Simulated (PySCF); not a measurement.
PySCF input for C5H10O, SMILES [C@@H]1(CC)CCO1, PBE-D3(BJ)/def2-SVP. Geometry: PBE-D3(BJ)/def2-SVP. One conformer was computed; it need not be the lowest.

```python
import numpy as np
from pyscf import gto, scf, dft, df
from pyscf.hessian import thermo

mol = gto.M(
    atom='''
    C     2.30068977   -0.40077754   -0.52084327
    C     1.30668905    0.13575398    0.50930137
    C    -0.02734838    0.51026984   -0.11436429
    C    -1.23424372    0.76781927    0.81435569
    C    -1.90433231   -0.36076086    0.00897152
    O    -0.69318218   -0.62849361   -0.72645477
    H     2.54274289    0.36568221   -1.28636988
    H     3.25114590   -0.71759012   -0.04735522
    H     1.86795506   -1.27535363   -1.04644810
    H     1.71390129    1.03443041    1.02459822
    H     1.12034957   -0.62771900    1.29610502
    H     0.12826031    1.31986393   -0.87049302
    H    -1.70221429    1.76837906    0.75253011
    H    -1.03557799    0.52197385    1.87607919
    H    -2.73583210   -0.02838935   -0.65628571
    H    -2.25399950   -1.24715676    0.58475159
    ''',
    basis='def2-SVP',
    charge=0,
    spin=0,
    max_memory=1600,
    verbose=3,
)
mf = dft.RKS(mol, xc='pbe').density_fit(auxbasis='def2-universal-jkfit')
mf.disp = 'd3bj'
mf.grids.level = 3
mf.conv_tol = 1e-11
mf.max_cycle = 100
mf.kernel()

# [left out here: the lines that compute and print the analytic Hessian (its translational invariance restored by hand, since the grid's response is missing), thermochemistry and intensities]
```

Program output:

```
converged SCF energy = -271.197697380179

WARN: DFTD3 does not support analytical Hessian, using finite difference


WARN: Mole.unit (angstrom) is changed to Bohr

Mode                                 0                   1                   2
Irrep
Freq [cm^-1]                       68.2214            116.9980            202.9163
Reduced mass [au]                   2.3665              2.1790              1.9505
Force const [Dyne/A]                0.0065              0.0176              0.0473
Char temp [K]                      98.1554            168.3340            291.9514
Normal mode                   x     y     z       x     y     z       x     y     z
       0   C                -0.03 -0.05  0.03    0.09  0.10  0.01   -0.09  0.02 -0.07
       1   C                -0.03 -0.02  0.01   -0.03 -0.10  0.00    0.01 -0.03  0.05
       2   C                 0.00  0.05 -0.02    0.00 -0.05 -0.03    0.02  0.01  0.05
       3   C                -0.00  0.03 -0.02    0.02  0.05 -0.04   -0.04  0.05 -0.05
       4   C                 0.06 -0.09  0.09   -0.03  0.02  0.05    0.03 -0.01 -0.03
       5   O                -0.00  0.09 -0.09   -0.07 -0.03  0.00    0.08 -0.03  0.06
       6   H                 0.04 -0.04  0.06    0.14  0.24  0.16    0.04  0.15  0.10
       7   H                -0.06 -0.11  0.06    0.06  0.05  0.05   -0.14 -0.27 -0.17
       8   H                -0.06 -0.01 -0.00    0.18  0.17 -0.18   -0.27  0.23 -0.27
       9   H                -0.01 -0.05  0.04   -0.10 -0.16  0.16    0.06 -0.08  0.10
      10   H                -0.09 -0.03 -0.01   -0.06 -0.22 -0.12   -0.00 -0.09 -0.01
      11   H                 0.05  0.07  0.01    0.06 -0.09 -0.06    0.06 -0.02  0.03
      12   H                -0.09 -0.02 -0.14    0.06  0.07 -0.12   -0.05  0.04 -0.16
      13   H                 0.02  0.18  0.01    0.02  0.13 -0.02   -0.13  0.13 -0.01
      14   H                -0.10 -0.27  0.21   -0.06 -0.01  0.07    0.06 -0.07 -0.09
      15   H                 0.31 -0.14  0.17   -0.01  0.06  0.12    0.02  0.01  0.00
Mode                                 3                   4                   5
Irrep
Freq [cm^-1]                      244.0361            399.9935            444.4979
Reduced mass [au]                   1.2455              2.6705              2.3968
Force const [Dyne/A]                0.0437              0.2517              0.2790
Char temp [K]                     351.1135            575.5016            639.5335
Normal mode                   x     y     z       x     y     z       x     y     z
       0   C                 0.03 -0.02  0.04   -0.12  0.04  0.04   -0.04  0.03  0.01
       1   C                -0.01  0.07 -0.05   -0.09  0.00  0.04    0.07  0.05  0.09
       2   C                -0.02  0.02 -0.05    0.01  0.01 -0.08    0.04 -0.11  0.03
       3   C                 0.02 -0.04  0.03    0.12 -0.01  0.00    0.05 -0.02 -0.02
       4   C                -0.01  0.00  0.01    0.06  0.02  0.01   -0.03  0.01  0.01
       5   O                -0.02 -0.02  0.00    0.03 -0.05 -0.01   -0.07 -0.00 -0.09
       6   H                 0.47  0.05  0.25   -0.21  0.05  0.02   -0.07  0.07  0.04
       7   H                -0.18 -0.45  0.18   -0.07  0.08 -0.03   -0.01 -0.09 -0.13
       8   H                -0.15  0.23 -0.23   -0.13  0.03  0.06   -0.19  0.12 -0.01
       9   H                -0.02  0.09 -0.08   -0.13 -0.03  0.12   -0.01  0.21 -0.13
      10   H                -0.03  0.12 -0.01   -0.20 -0.04 -0.03    0.23  0.18  0.25
      11   H                -0.10  0.01 -0.07    0.02 -0.03 -0.12    0.11 -0.11  0.04
      12   H                 0.01 -0.04  0.15    0.10 -0.01  0.16    0.14  0.02 -0.11
      13   H                 0.11 -0.12 -0.00    0.28 -0.12 -0.05   -0.02  0.04  0.00
      14   H                 0.01  0.06  0.01    0.08  0.10  0.02   -0.07  0.01  0.07
      15   H                -0.05 -0.00 -0.02   -0.00  0.04 -0.00    0.01  0.02  0.04
Mode                                 6                   7                   8
Irrep
Freq [cm^-1]                      690.8149            757.8425            796.4411
Reduced mass [au]                   1.9705              1.1886              1.2941
Force const [Dyne/A]                0.5541              0.4022              0.4836
Char temp [K]                     993.9288           1090.3666           1145.9014
Normal mode                   x     y     z       x     y     z       x     y     z
       0   C                -0.03  0.00 -0.00    0.02  0.02  0.00    0.01 -0.03  0.01
       1   C                -0.08 -0.02 -0.07    0.05  0.07  0.00    0.01 -0.04  0.04
       2   C                -0.05 -0.07  0.05    0.00  0.01  0.00    0.02  0.06 -0.06
       3   C                 0.01  0.03  0.09    0.01 -0.03  0.03    0.00 -0.05 -0.01
       4   C                 0.09  0.03 -0.00    0.00 -0.01  0.02   -0.01 -0.04  0.03
       5   O                 0.04 -0.02 -0.04   -0.02 -0.03 -0.03   -0.02  0.03  0.04
[...]
Mode                                33                  34                  35
Irrep
Freq [cm^-1]                     2929.6870           2957.5837           2971.4530
Reduced mass [au]                   1.0617              1.0611              1.0373
Force const [Dyne/A]                5.3692              5.4688              5.3961
Char temp [K]                    4215.1673           4255.3044           4275.2593
Normal mode                   x     y     z       x     y     z       x     y     z
       0   C                -0.00  0.00  0.00   -0.00  0.00 -0.00   -0.03  0.01  0.04
       1   C                -0.00 -0.00 -0.00    0.01  0.01  0.06    0.00  0.00 -0.00
       2   C                 0.00  0.01 -0.01   -0.00 -0.00  0.00    0.00 -0.00  0.00
       3   C                 0.00 -0.00  0.00    0.00 -0.00 -0.00   -0.00  0.00  0.00
       4   C                -0.06 -0.01 -0.02   -0.00  0.00 -0.00    0.00  0.00  0.00
       5   O                -0.00  0.00  0.00   -0.00 -0.00 -0.00   -0.00 -0.00 -0.00
       6   H                 0.00  0.01 -0.01   -0.01 -0.01  0.01    0.14  0.46 -0.45
       7   H                 0.01 -0.00  0.00    0.04 -0.01  0.02    0.44 -0.15  0.23
       8   H                -0.00 -0.01 -0.00    0.01  0.02  0.01   -0.21 -0.40 -0.23
       9   H                 0.01  0.02  0.01   -0.27 -0.59 -0.32   -0.01 -0.02 -0.01
      10   H                 0.00  0.00 -0.00    0.11  0.45 -0.44   -0.01 -0.02  0.02
      11   H                -0.02 -0.11  0.10    0.00  0.02 -0.02   -0.00  0.01 -0.01
      12   H                -0.02  0.04 -0.00   -0.00  0.01 -0.00    0.00 -0.00  0.00
      13   H                 0.00 -0.00  0.01    0.01 -0.01  0.02   -0.00  0.00 -0.00
      14   H                 0.60 -0.26  0.51    0.02 -0.01  0.02   -0.01  0.00 -0.01
      15   H                 0.12  0.37 -0.26   -0.00 -0.00  0.00   -0.00 -0.00  0.00
Mode                                36                  37                  38
Irrep
Freq [cm^-1]                     2979.2536           3008.7190           3009.8185
Reduced mass [au]                   1.1084              1.1036              1.0618
Force const [Dyne/A]                5.7964              5.8860              5.6674
Char temp [K]                    4286.4826           4328.8768           4330.4587
Normal mode                   x     y     z       x     y     z       x     y     z
       0   C                 0.00 -0.00  0.00    0.00  0.02 -0.00   -0.00 -0.00 -0.00
       1   C                -0.00 -0.00 -0.00   -0.03 -0.08  0.02    0.00  0.00  0.00
       2   C                -0.00 -0.00  0.00   -0.00 -0.01  0.00    0.00  0.00 -0.00
       3   C                 0.00 -0.00  0.01   -0.00  0.00 -0.00   -0.01  0.03  0.06
       4   C                -0.01  0.07 -0.06    0.00 -0.00  0.00   -0.00 -0.01  0.00
       5   O                 0.00 -0.00  0.00    0.00  0.00 -0.00    0.00 -0.00 -0.00
       6   H                 0.00  0.00 -0.00   -0.02 -0.07  0.07   -0.00 -0.00  0.00
       7   H                -0.00  0.00 -0.00    0.05 -0.01  0.03    0.00 -0.00  0.00
       8   H                -0.00  0.00  0.00   -0.06 -0.11 -0.07    0.00  0.01  0.00
       9   H                 0.01  0.01  0.01    0.23  0.49  0.29   -0.01 -0.02 -0.01
      10   H                -0.00 -0.00  0.00    0.11  0.48 -0.49    0.00  0.01 -0.01
      11   H                 0.00  0.01 -0.01    0.01  0.06 -0.05   -0.00 -0.01  0.01
      12   H                -0.00 -0.00  0.00    0.01 -0.02  0.00    0.25 -0.53  0.05
      13   H                -0.02  0.03 -0.11    0.00 -0.00  0.01   -0.14  0.19 -0.73
      14   H                 0.34 -0.12  0.27   -0.01  0.00 -0.01   -0.01  0.00 -0.01
      15   H                -0.25 -0.66  0.42    0.00  0.00 -0.00    0.03  0.07 -0.05
Mode                                39                  40                  41
Irrep
Freq [cm^-1]                     3057.6099           3071.6637           3077.2279
Reduced mass [au]                   1.1026              1.1039              1.1099
Force const [Dyne/A]                6.0731              6.1365              6.1925
Char temp [K]                    4399.2199           4419.4401           4427.4459
Normal mode                   x     y     z       x     y     z       x     y     z
       0   C                 0.02 -0.07  0.04    0.07  0.04  0.04    0.00  0.00  0.00
       1   C                -0.00 -0.01  0.01    0.00  0.01  0.00    0.00  0.00 -0.00
       2   C                -0.00 -0.00  0.00   -0.00  0.00 -0.00    0.00  0.00 -0.00
       3   C                -0.00  0.00 -0.00    0.00 -0.00  0.00   -0.04  0.07 -0.05
       4   C                 0.00 -0.00  0.00   -0.00 -0.00 -0.00   -0.00  0.00 -0.00
       5   O                -0.00  0.00  0.00    0.00 -0.00 -0.00    0.00 -0.00  0.00
       6   H                 0.15  0.48 -0.47   -0.01 -0.07  0.08   -0.00 -0.01  0.01
       7   H                -0.47  0.14 -0.23   -0.50  0.18 -0.25   -0.00  0.00 -0.00
       8   H                 0.13  0.25  0.16   -0.28 -0.58 -0.34   -0.00 -0.01 -0.01
       9   H                 0.03  0.07  0.04   -0.03 -0.07 -0.04   -0.00 -0.01 -0.00
      10   H                 0.02  0.09 -0.10   -0.01 -0.02  0.02   -0.00 -0.01  0.01
      11   H                -0.00  0.01 -0.01   -0.00 -0.00  0.00   -0.01 -0.03  0.03
      12   H                 0.00 -0.01  0.00   -0.00  0.01 -0.00    0.32 -0.68  0.05
      13   H                 0.00 -0.00  0.00   -0.00  0.00 -0.01    0.10 -0.12  0.54
      14   H                -0.00  0.00 -0.00    0.00 -0.00  0.00    0.04 -0.01  0.03
      15   H                 0.00  0.00 -0.00    0.00  0.00 -0.00   -0.02 -0.04  0.02
temperature 298.1500 [K]
pressure 101325.00 [Pa]
Rotational constants [GHz] 8.06284 2.40030 2.04820
Symmetry number 1
Zero-point energy (ZPE) 0.13918 [Eh]   365410.750 [J/mol]
                           tot       elec      trans        rot        vib
Entropy [J/mol/K]       338.211      0.000    164.318    110.864     63.029
Cv [J/mol/K]            100.837      0.000     12.472     12.472     75.894
Cp [J/mol/K]            109.152      0.000     20.786     12.472     75.894
Internal energy [J/mol]                      3718.434   3718.434 375716.906
Internal energy [Eh]   -271.05176  -271.19770
Enthalpy [J/mol]                             6197.391   3718.434 375716.906
Enthalpy [Eh]          -271.05082
Gibbs free energy [J/mol]                  -42794.163 -29335.759 356924.899
Gibbs free energy [Eh] -271.08922
mode   freq/cm-1   IR/(km/mol)
   1       68.22         1.534
   2      117.00         0.878
   3      202.92         1.697
   4      244.04         0.021
   5      399.99         0.518
   6      444.50         2.028
   7      690.81         0.169
   8      757.84         0.639
   9      796.44         2.029
  10      850.50         5.546
  11      911.60        31.361
  12      943.00         7.755
  13      974.02         6.118
  14      997.35        37.367
  15     1029.43        84.629
  16     1075.58         5.086
  17     1089.21         4.584
  18     1125.08         1.333
  19     1145.54         4.164
  20     1170.01         0.252
  21     1202.88         6.177
  22     1227.20         2.128
  23     1252.99         2.654
  24     1274.09         7.323
  25     1315.58         4.068
  26     1342.87         5.844
  27     1359.49         8.939
  28     1396.19         1.534
  29     1411.35         6.349
  30     1417.86         6.827
  31     1432.35         7.309
  32     1462.28         0.353
  33     2900.70        70.737
  34     2929.69        92.645
  35     2957.58        22.787
  36     2971.45        24.858
  37     2979.25        40.207
  38     3008.72        21.856
  39     3009.82        22.618
  40     3057.61        25.818
  41     3071.66        13.886
  42     3077.23        17.562
max |gradient| / (hartree/bohr): 2.6314951145088626e-05
APT charges: [ 0.0363  0.0571  0.466  -0.0078  0.4734 -0.6496 -0.0177 -0.0215  0.0172
 -0.0406 -0.0413 -0.0992 -0.0139 -0.0093 -0.0854 -0.0635]
```

The run converged.

Cost: around 5 core-minutes (rough).
